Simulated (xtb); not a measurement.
HBe (SMILES [BeH+]), charge +1, singlet, at a GFN2-xTB geometry (such geometries of metal compounds can be far from the true shape); GFN1-xTB in xtb.

Here is a job for xtb.
```
$ xtb mol.xyz --gfn 1 --chrg 1 --grad --json

# file mol.xyz
2

Be    -0.00000000    -0.00000000    -0.27954705
H      0.00000000     0.00000000     1.11818818
```

The log (banner, timings and long lists left out):

```
   ID    Z sym.   atoms
    1    4 Be     1
    2    1 H      2

           -------------------------------------------------
          |                Calculation Setup                |
           -------------------------------------------------

           -------------------------------------------------
          |                 G F N 1 - x T B                 |
           -------------------------------------------------

          ...................................................
          :                      SETUP                      :
          :.................................................:
          :  # basis functions                   6          :
          :  # atomic orbitals                   6          :
          :  # shells                            4          :
          :  # electrons                         2          :
          :  # halogen bonds                     0          :
          :  max. iterations                   250          :
          :  Hamiltonian                  GFN1-xTB          :
          :  restarted?                      false          :
          :  GBSA solvation                  false          :
          :  PC potential                    false          :
          :  electronic temp.          300.0000000     K    :
          :  accuracy                    1.0000000          :
          :  -> integral cutoff          0.2500000E+02      :
          :  -> integral neglect         0.1000000E-07      :
          :  -> SCF convergence          0.1000000E-05 Eh   :
          :  -> wf. convergence          0.2000000E-04 e    :
          :  Broyden damping             0.4000000          :
          :  net charge                          1          :
          :  unpaired electrons                  0          :
          ...................................................

 iter      E             dE          RMSdq      gap      omega  full diag
   1     -0.7595212 -0.759521E+00  0.347E+00    3.26       0.0  T
   2     -0.7607903 -0.126911E-02  0.162E+00    3.07       1.0  T
   3     -0.7607907 -0.454731E-06  0.461E-01    3.06       1.0  T
   4     -0.7607912 -0.469885E-06  0.140E-03    3.07      50.4  T
   5     -0.7607912 -0.673851E-09  0.247E-05    3.07    2867.0  T
   6     -0.7607912 -0.231926E-12  0.485E-07    3.07  100000.0  T

   *** convergence criteria satisfied after 6 iterations ***

         :::::::::::::::::::::::::::::::::::::::::::::::::::::
[...]
         :: total energy              -0.756369118833 Eh    ::
[...]
         :: dispersion energy         -0.000130113483 Eh    ::
         :: halogen bond corr.         0.000000000000 Eh    ::
         :: add. restraining           0.000000000000 Eh    ::
         :: total charge               1.000000000000 e     ::
         :::::::::::::::::::::::::::::::::::::::::::::::::::::

           -------------------------------------------------
          |                Property Printout                |
           -------------------------------------------------

    * Orbital Energies and Occupations

         #    Occupation            Energy/Eh            Energy/eV
      -------------------------------------------------------------
         1        2.0000           -0.7706858             -20.9714 (HOMO)
         2                         -0.6579424             -17.9035 (LUMO)
         3                         -0.5798052             -15.7773
         4                         -0.5798052             -15.7773
         5                         -0.3185872              -8.6692
         6                          0.0177753               0.4837
      -------------------------------------------------------------
                  HL-Gap            0.1127434 Eh            3.0679 eV
             Fermi-level           -0.7143141 Eh          -19.4375 eV

  Mulliken/CM5 charges         n(s)   n(p)   n(d)
     1Be    0.96026  0.98256   0.768  0.272  0.000
     2H     0.03974  0.01744   0.960  0.000  0.000

Wiberg/Mayer (AO) data.
largest (>0.10) Wiberg bond orders for each atom

 ---------------------------------------------------------------------------
     #   Z sym  total        # sym  WBO       # sym  WBO       # sym  WBO
 ---------------------------------------------------------------------------
     1   4 Be   0.998 --     2 H    0.998
     2   1 H    0.998 --     1 Be   0.998
 ---------------------------------------------------------------------------

Topologies differ in total number of bonds
Writing topology from bond orders to xtbtopo.mol

 dipole moment from electron density (au)
     X       Y       Z
   0.0000   0.0000  -1.7799  total (Debye):    4.524

           -------------------------------------------------
          | TOTAL ENERGY               -0.756369118833 Eh   |
          | GRADIENT NORM               0.039922143200 Eh/α |
          | HOMO-LUMO GAP               3.067904859139 eV   |
           -------------------------------------------------

normal termination of xtb
```
